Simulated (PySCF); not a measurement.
Compound: B2FH7N2.
Numbering: `[F:1][BH-:2]1[NH2+:3][BH2-:4][NH2+:5]1` (hydrogens: H6 on B2; H7, H8 on N3; H9, H10 on B4; H11, H12 on N5)

The calculation used PBE0-D3(BJ)/def2-SVP geometry optimisation, gas phase in PySCF.

Question: List the bond lengths, angles and torsions at this level.

Answer: 
```tsv
bond	length (bohr)
F1–B2	2.605
B2–N3, B2–N5	3.012
N3–B4, B4–N5	3.021
B2–H6	2.306
N3–H7, N5–H12	1.924
N3–H8, N5–H11	1.919
B4–H9	2.300
B4–H10	2.299
```

Bonds in one row agree within 0.02 bohr and their mean is given. A selection of angles:
```tsv
angle	degrees
F1–B2–N3	110.9
F1–B2–H6	115.9
N3–B2–N5	92.3
N3–B2–H6	112.3
B2–N3–B4	87.4
B2–N3–H7	112.3
B2–N3–H8	115.9
B4–N3–H7	114.7
B4–N3–H8	116.8
H7–N3–H8	108.6
N3–B4–N5	91.9
N3–B4–H9	112.7
N3–B4–H10	111.0
H9–B4–H10	115.2
B2–N5–H12	112.6
```

Torsions: F1–B2–N3–B4 -121° (anticlinal); B2–N3–B4–N5 8° (synperiplanar); N3–B4–N5–B2 -8° (synperiplanar); F1–B2–N5–B4 121° (anticlinal).

N3 (nitrogen bonded to 2 B and 2 H) has angles from 87.4° to 116.8°. B2 (four-coordinate boron) has angles from 92.3° to 115.9°. B4 (four-coordinate boron) has angles from 91.9° to 115.2°. The 4-membered ring B2–N3–B4–N5 has internal angles of 87.4° to 92.3° (sum 359°, against 360° for a flat polygon); it is slightly puckered (a soft mode that the optimisation may not have finished), 0.05 Å rms from its mean plane, widest ring torsion 8°.

Point group: Cs (tolerance 0.08 Å). PBE0-D3(BJ)/def2-SVP frequencies: not computed here. The numbers are those of one conformer.
